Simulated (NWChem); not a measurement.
System: GeF2, singlet; SMILES [F][Ge][F]

The following NWChem deck was run.

```
start job
memory heap 200 mb stack 900 mb global 1100 mb
geometry units angstroms noautoz
  Ge     0.000000     0.000000     0.400480
  F     -1.334286     0.000000    -0.761585
  F      1.334286     0.000000    -0.761585
end
basis spherical
  * library 6-31g*
end
dft
  xc mn15
  grid coarse
  iterations 150
  mulliken
end
task dft gradient
```

Parts of the log:

```
             Northwest Computational Chemistry Package (NWChem) 7.3.0
             --------------------------------------------------------

 C2V symmetry detected

                             Geometry "geometry" -> ""
                             -------------------------

 Output coordinates in angstroms (scale by  1.889725989 to convert to a.u.)

  No.       Tag          Charge          X              Y              Z
 ---- ---------------- ---------- -------------- -------------- --------------
    1 Ge                  32.0000     0.00000000     0.00000000     0.41834340
    2 F                    9.0000    -1.33428600     0.00000000    -0.74372160
    3 F                    9.0000     1.33428600     0.00000000    -0.74372160

 Effective nuclear repulsion energy (a.u.)     188.3292213131

      Symmetry information
      --------------------

 Group name             C2v
 Group number             16
 Group order               4
 No. of unique centers     2

                                 NWChem DFT Module
                                 -----------------

 Summary of "ao basis" -> "ao basis" (spherical)
 ------------------------------------------------------------------------------
       Tag                 Description            Shells   Functions and Types
 ---------------- ------------------------------  ------  ---------------------
 Ge                          6-31g*                 12       32   5s4p3d
 F                           6-31g*                  6       14   3s2p1d

      Symmetry analysis of basis
      --------------------------

        a1         25
        a2          7
        b1         17
        b2         11

            General Information
            -------------------
          SCF calculation type: DFT
          Wavefunction type:  closed shell.
          No. of atoms     :     3
          No. of electrons :    50
           Alpha electrons :    25
            Beta electrons :    25
          Charge           :     0
          Spin multiplicity:     1
          Use of symmetry is: on ; symmetry adaption is: on
          Maximum number of iterations: 150
          AO basis - number of functions:    60
                     number of shells:    24
          Convergence on energy requested:  1.00D-06
          Convergence on density requested:  1.00D-05
          Convergence on gradient requested:  5.00D-04

              XC Information
              --------------
                         MN15 Method XC Functional
                     Hartree-Fock (Exact) Exchange  0.440
                          MN15 Exchange Functional  1.000
                        MN15 Correlation Potential  1.000

             Grid Information
             ----------------
          Grid used for XC integration:  coarse
          Radial quadrature: Mura-Knowles
          Angular quadrature: Lebedev.
          Tag              B.-S. Rad. Rad. Pts. Rad. Cut. Ang. Pts.
          ---              ---------- --------- --------- ---------
          Ge                  1.25       95           6.0       302
          F                   0.50       35           7.0       302
          Grid pruning is: on
          Number of quadrature shells:   130
          Spatial weights used:  Erf1

      Superposition of Atomic Density Guess
      -------------------------------------

 Sum of atomic energies:       -2273.76610052

      Non-variational initial energy
      ------------------------------

 Total energy =   -2273.680550
 1-e energy   =   -3548.244890
 2-e energy   =    1086.235118
 HOMO         =      -0.351401
 LUMO         =      -0.037449

      Symmetry analysis of molecular orbitals - initial
      -------------------------------------------------

  Numbering of irreducible representations:

     1 a1          2 a2          3 b1          4 b2

  Orbital symmetries:

     1 a1          2 a1          3 b1          4 a1          5 b2
     6 a1          7 b1          8 a1          9 b1         10 a1
    11 b2         12 a1         13 b1         14 a1         15 a2
    16 b2         17 a1         18 b1         19 a1         20 b1
    21 a1         22 b2         23 a2         24 b1         25 a1
    26 b2         27 b1         28 a1         29 a1         30 b2
    31 b1         32 a1         33 b2         34 a2         35 a1

     ---------------------------------------------
      Total Density - Mulliken Population Analysis
     ---------------------------------------------

    Atom       Charge   Shell Charges
 -----------   ------   -------------------------------------------------------
    1 Ge  32    30.58   2.00  2.00  6.00  2.00  5.99  1.45  0.52  0.46  0.09  6.90  2.96  0.21
    2 F    9     9.71   2.00  0.96  3.50  1.01  2.24  0.01
    3 F    9     9.71   2.00  0.96  3.50  1.01  2.24  0.01

   convergence    iter        energy       DeltaE   RMS-Dens  Diis-err
 ---------------- ----- ----------------- --------- --------- ---------
 d= 0,ls=0.0,diis     1  -2276.4853526439 -2.46D+03  2.56D-02  1.46D+00
 d= 0,ls=0.0,diis     2  -2276.3560042646  1.29D-01  1.42D-02  2.99D+00
 d= 0,ls=0.0,diis     3  -2276.6091854353 -2.53D-01  1.55D-03  6.59D-02
 d= 0,ls=0.0,diis     4  -2276.6133891977 -4.20D-03  3.40D-04  7.20D-03
 d= 0,ls=0.0,diis     5  -2276.6136533458 -2.64D-04  1.35D-04  1.52D-04
  Resetting Diis
 d= 0,ls=0.0,diis     6  -2276.6136635153 -1.02D-05  2.51D-05  9.64D-07
 d= 0,ls=0.0,diis     7  -2276.6136637232 -2.08D-07  3.78D-06  3.38D-08

         Total DFT energy =    -2276.613663723184
      One electron energy =    -3547.928219208999
           Coulomb energy =     1183.116044610026
    Exchange-Corr. energy =     -100.130710437266
 Nuclear repulsion energy =      188.329221313055

 Numeric. integr. density =       50.000067952196

                  Occupations of the irreducible representations
                  ----------------------------------------------

                     irrep           alpha         beta
                     --------     --------     --------
                     a1               12.0         12.0
                     a2                2.0          2.0
                     b1                7.0          7.0
                     b2                4.0          4.0

                       DFT Final Molecular Orbital Analysis
                       ------------------------------------

 Vector   23  Occ=2.000000D+00  E=-4.357204D-01  Symmetry=a2
              MO Center= -2.6D-13, -6.1D-16, -7.2D-01, r^2= 2.2D+00
   Bfn.  Coefficient  Atom+Function         Bfn.  Coefficient  Atom+Function
  ----- ------------  ---------------      ----- ------------  ---------------
    36      0.467129  2 F  py                50     -0.467129  3 F  py
    40      0.332229  2 F  py                54     -0.332229  3 F  py
    28     -0.063965  1 Ge d -2              18      0.048842  1 Ge d -2

 Vector   24  Occ=2.000000D+00  E=-4.263891D-01  Symmetry=b1
              MO Center= -5.7D-14,  1.2D-15, -7.1D-01, r^2= 2.3D+00
   Bfn.  Coefficient  Atom+Function         Bfn.  Coefficient  Atom+Function
  ----- ------------  ---------------      ----- ------------  ---------------
    35      0.413869  2 F  px                49      0.413869  3 F  px
    39      0.286603  2 F  px                53      0.286603  3 F  px
    37     -0.236013  2 F  pz                51      0.236013  3 F  pz
    41     -0.165466  2 F  pz                55      0.165466  3 F  pz
    15      0.077586  1 Ge px                21      0.043046  1 Ge d  1

 Vector   25  Occ=2.000000D+00  E=-3.441557D-01  Symmetry=a1
              MO Center=  2.8D-14, -1.2D-15,  4.2D-01, r^2= 2.5D+00
   Bfn.  Coefficient  Atom+Function         Bfn.  Coefficient  Atom+Function
  ----- ------------  ---------------      ----- ------------  ---------------
    10      0.570146  1 Ge s                 13     -0.376283  1 Ge pz
    37      0.281237  2 F  pz                51      0.281237  3 F  pz
    14     -0.278050  1 Ge s                  6     -0.256448  1 Ge s
    41      0.205459  2 F  pz                55      0.205459  3 F  pz
     9      0.150352  1 Ge pz                35      0.116182  2 F  px

 Vector   26  Occ=0.000000D+00  E=-7.221425D-02  Symmetry=b2
              MO Center= -1.0D-16,  6.6D-17,  3.8D-01, r^2= 2.7D+00
   Bfn.  Coefficient  Atom+Function         Bfn.  Coefficient  Atom+Function
  ----- ------------  ---------------      ----- ------------  ---------------
    12      0.747443  1 Ge py                16      0.356334  1 Ge py
     8     -0.265476  1 Ge py                36     -0.196463  2 F  py
    50     -0.196463  3 F  py                40     -0.172360  2 F  py
    54     -0.172360  3 F  py                 4      0.079375  1 Ge py
    29      0.036461  1 Ge d -1

 Vector   27  Occ=0.000000D+00  E= 2.999274D-02  Symmetry=b1
              MO Center= -9.0D-15,  4.6D-16,  6.2D-01, r^2= 3.6D+00
   Bfn.  Coefficient  Atom+Function         Bfn.  Coefficient  Atom+Function
  ----- ------------  ---------------      ----- ------------  ---------------
    15      0.668979  1 Ge px                11      0.573963  1 Ge px
    38      0.276818  2 F  s                 52     -0.276818  3 F  s
     7     -0.205995  1 Ge px                37      0.177086  2 F  pz
    51     -0.177086  3 F  pz                41      0.152611  2 F  pz
    55     -0.152611  3 F  pz                31     -0.130136  1 Ge d  1

[...]

                         DFT ENERGY GRADIENTS

    atom               coordinates                        gradient
                 x          y          z           x          y          z
   1 Ge      0.000000   0.000000   0.790554    0.000000   0.000000   0.021305
   2 F      -2.521435   0.000000  -1.405430   -0.014867   0.000000  -0.010653
   3 F       2.521435   0.000000  -1.405430    0.014867   0.000000  -0.010653
```

Level: MN15/6-31G* (spherical d). Low-valent species are run as closed-shell singlets; no triplet was tried in these runs. The geometry was optimised at PBE-D3(BJ)/def2-SVP.
